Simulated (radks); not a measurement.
The numbers below are computed, except where a source is named.
Task: Code: a radial shooting solver on a logarithmic mesh with Libxc functionals. Model: scalar-relativistic Kohn-Sham, LDA (Slater exchange, Perdew-Wang correlation), spin-polarised, spherical densities, finite nucleus; open shells are filled with parallel spins first; Fermi nuclear charge, rms radius of each element as measured or else 0.836 A^(1/3) + 0.57 fm. Response by self-consistent Sternheimer equations with the Hartree and adiabatic LDA kernel, the relativistic mass of each level held fixed and spin-orbit coupling left out. For heavy and open-shell atoms this level of theory can miss by tens of per cent. Rank Mn5+, Ti2+, Fe6+, Sc+, Co7+, Ca, Cr4+, Ni8+, V3+ (NIST ground configurations) by static dipole polarisability, largest first.

Result: Ca 146.5, Sc+ 52.78, Ti2+ 5.271, V3+ 2.304, Cr4+ 1.372, Mn5+ 0.9293, Fe6+ 0.6738, Co7+ 0.5100, Ni8+ 0.3979 bohr^3.
